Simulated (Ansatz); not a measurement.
This geometry of AlClH$_{5}$NO (9 atoms, charge 0, multiplicity 1) is a first-order saddle point.

Method: RKS PBE-D4/6-31G* in Ansatz 0.2.0.

```xyz
9
Properties=species:S:1:pos:R:3
Al -0.094 0.096 0.109
Cl -0.176 -0.452 2.239
H 1.366 -0.141 -0.481
N -1.601 -0.045 -0.879
H -1.980 -0.948 -1.166
H -2.262 0.685 -1.137
O -0.215 2.062 0.591
H -1.140 2.367 0.469
H -0.097 1.993 1.572
```

**Question.** Which two structures does it join? (They come from a converged band through this point; their orientation in space is the band's.)

**Answer.** No bond is made or broken.  The two ends are copies of one structure, up to a mirror image or an exchange of like atoms.

First end point:

```xyz
9
Properties=species:S:1:pos:R:3
Al 0.073 0.141 0.153
Cl -0.062 -0.867 2.055
H 1.431 0.087 -0.672
N -1.589 0.289 -0.688
H -2.359 -0.290 -0.344
H -1.639 0.301 -1.710
O -0.324 2.029 0.682
H -1.216 1.810 0.199
H -0.515 2.117 1.642
```

Last end point:

```xyz
9
Properties=species:S:1:pos:R:3
Al 0.072 0.142 0.149
Cl -0.063 -0.854 2.059
H 1.431 0.085 -0.675
N -1.589 0.287 -0.689
H -1.639 0.300 -1.712
H -2.360 -0.294 -0.346
O -0.322 2.033 0.684
H -1.213 1.820 0.201
H -0.518 2.098 1.645
```

**Question.** How far does it lie above each of them?

**Answer.** 0.37 eV above the first and 0.37 eV above the second. This is the barrier of this one path; another mechanism may lie lower.

Run time: 4.8 min on 1 thread of Arm Neoverse V2, with other jobs on the host, peak memory 0.12 GiB.
